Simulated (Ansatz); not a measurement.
`[NH2][Nb](=[S])([Cl])[Cl]` from Hartree–Fock to CCSD(T)

```xyz
7

N    -1.097   -0.566    0.040
Nb    0.627    0.302   -0.016
S     1.996   -1.179    0.652
Cl    1.092    0.940   -2.161
Cl    0.620    2.104    1.391
H    -1.947   -0.085   -0.231
H    -1.291   -1.515    0.325
```

Total charge 0; spin multiplicity 1. Correlated methods include outer-core shells of Nb, which these sets cover unevenly. Nb takes the def2 core potential. All single points use the PBE0-D4/def2-TZVP geometry. It is one conformer, not always the lowest. Frozen core, restricted reference, the Gaussian-basis code of Ansatz.

| basis | HF (Eh) | MP2 corr. |
| --- | --- | --- |
| def2-SVP | -1428.25552 | -0.91862 |
| def2-TZVPP | -1428.79469 | -1.25216 |
| def2-QZVPP | -1428.83835 | -1.36685 |

(1) Estimate the CCSD correlation energy and the (T) correction in each basis where they were run (hartree).

Results:

(1) 
```
     basis  CCSD corr.       (T)
  def2-SVP    -0.91801  -0.04511
def2-TZVPP    -1.25261  -0.07512
```
